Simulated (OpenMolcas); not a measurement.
Nb4+ (d1) among equal point charges was computed by CASSCF with the d shell active (OpenMolcas, ANO-RCC-VDZP on the metal). Its lowest spin-free states, and all those of the highest spin:

```csv
2S+1,Degeneracy,E (cm-1)
2,2,0.0
2,1,1992
2,1,4717
2,1,8846
```

Question: Is the site octahedral, tetrahedral or cube-like, axial, or of lower symmetry?

Answer: The states with 2S+1 = 2 have orbital degeneracies 2, 1, 1, 1. There are pairs but no triples, so the site is axial: not cubic, but with a proper or improper axis of order three or more. The run had Nb4+ among 6 point charges of -1.7 e arranged as a tetragonal octahedron (D4h), 2.26 Å from the ion, with the axial distance 2.463 Å.

An orbital doublet at a regular site is open to a Jahn-Teller distortion, which this geometry leaves out. Point charges carry no covalency, so the field is a model and not that of real ligands. No measured value stands beside these numbers.
